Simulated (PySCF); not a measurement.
A geometry optimisation on W(NMe)2F2, `C[N]=[W]([F])([F])=[N]C`.

Method: PBE0-D3(BJ)/def2-SVP geometry optimisation, gas phase, def2 core potentials past Kr (PySCF 2.14.0). Start geometry: GFN2-xTB. A driver script takes a list of jobs; this job's settings line and coordinates (Å) are shown.

Input:
```
{"job": {"xc": "PBE0", "basis": "def2-SVP", "d3": "d3bj", "grid": 1, "maxiter": 30, "shake": 0.03, "kind": "geom"}, "charge": 0, "multiplicity": 1}
W     -1.056480    -0.082300    -0.774020
N     -1.169770    -0.034670     0.996470
C     -0.922050    -0.040440     2.371910
H     -0.321770     0.930500     2.690140
H     -1.777500    -0.216420     2.959910
H     -0.158330    -0.817600     2.624820
N      0.583940     0.011480    -1.423230
C      2.013140     0.051000    -1.634820
H      2.218130    -0.100840    -2.617390
H      2.372240     0.991340    -1.271670
H      2.418090    -0.766650    -1.003610
F     -2.045380     1.540390    -1.407610
F     -2.123630    -1.517890    -1.488720
```

Output:
```
step   0  E = -455.51318734  max force = 0.078467
step   1  E = -455.53918849  max force = 0.028250
step   2  E = -455.54403384  max force = 0.015013
step   3  E = -455.54606865  max force = 0.006884
step   4  E = -455.54667055  max force = 0.005014
step   5  E = -455.54684219  max force = 0.001764
step   6  E = -455.54688228  max force = 0.000618
step   7  E = -455.54688677  max force = 0.000536
step   8  E = -455.54689017  max force = 0.000331
optimisation converged
```

Energies in Eh; «max force» is the largest Cartesian gradient component in Eh/bohr.

Question: Give the first gradient maximum in eV/Å.

Answer: With 1 Eh/bohr = 51.422 eV/Å, 4.035 eV/Å.

Question: How much energy does the optimisation release, in kJ/mol?

Answer: E(step 0) − E(last step) = 0.033703 Eh, which is 88.5 kJ/mol.

Summary of the converged run: final energy -455.54689 Eh after 8 steps; dipole 3.19 D.

Question: Give the final coordinates.

Answer: 0.260 Å rms from the input after alignment:
```
atom  x, y, z in Å
W1    -1.2306    0.0144   -0.8939
N2    -1.2315   -0.0210    0.8482
C3    -0.7302   -0.0456    2.1755
H4    -0.2680    0.9191    2.4454
H5    -1.5462   -0.2384    2.8922
H6     0.0286   -0.8363    2.3081
N7     0.4261    0.0225   -1.4290
C8     1.8435    0.0201   -1.3633
H9     2.2746   -0.1666   -2.3615
H10    2.2274    0.9916   -1.0077
H11    2.2163   -0.7649   -0.6827
F12   -1.9883    1.6585   -1.4218
F13   -1.9910   -1.6057   -1.4875
```

Hardware: one thread of an Arm Neoverse V1, shared host with 32 logical CPUs at a one-minute load of 28. Cost: 1.9 min, 0.56 GiB resident at most.
Labels such as C1 count atoms from 1, the log's own numbers from 0.
